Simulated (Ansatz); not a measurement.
The same hydrogenolysis along the group B, Al, Ga, In.

Computed with Ansatz on PBE0-D4/def2-TZVP structures; ΔE is electronic, products minus reactants. CBS: MP2 limit from def2 TZ/QZ plus the TZ coupled-cluster correction, frozen cores. This one scheme is used for every species. Functionals use def2-TZVPP. Elements past krypton have def2 core potentials. For Ga, In outer-core shells are correlated without core-valence functions, which leaves a few kJ/mol of doubt a bond. Scalar relativity is left out up to krypton. Each species was taken in one conformer, which may not be the lowest.

| reaction | CCSD(T)/CBS(def2) (kJ/mol) |
| --- | --- |
| `FB(S)S` + H₂ → `FBS` + H₂S | 40 |
| `[F][Al]([SH])[SH]` + H₂ → `[F][AlH][SH]` + H₂S | 91 |
| `[F][Ga]([SH])[SH]` + H₂ → `[F][GaH][SH]` + H₂S | 67 |
| `[F][In]([SH])[SH]` + H₂ → `[F][InH][SH]` + H₂S | ? |

Fill in the missing values. (Estimate.)

Computed: `[F][In]([SH])[SH]` + H₂ → `[F][InH][SH]` + H₂S: +65.1 kJ/mol.

Largest T1 diagnostic: 0.016, for `[F][InH][SH]`.
